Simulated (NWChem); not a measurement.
System: AlH2SOCl; SMILES [SH][Al]([OH])[Cl]

```xyz
6

Al     0.4096    -0.0597     0.0000
Cl    -0.4637     1.8455     0.0000
O      2.0865    -0.2809     0.0000
H      2.7579     0.4031     0.0000
S     -0.8526    -1.8185     0.0000
H      0.2218    -2.6411     0.0000
```
Atoms are numbered in this order, from 1.

Computed with NWChem. Pople sets run with spherical d functions. Coordinates come from a PBE0/def2-SVP optimisation. Core excitations by TDA in a window of 1s orbitals, non-relativistic and unshifted: absolute energies depend strongly on the exact-exchange share.

**Question.** What does the run give for S K edge, PBE/6-311G**? Quantities: first 1s excitation (eV); dipole oscillator strength of the first.

**Answer.** 
| Item | Value |
|---|---|
| first 1s excitation (eV) | 2394.2 |
| dipole oscillator strength of the first | 0.0012 |
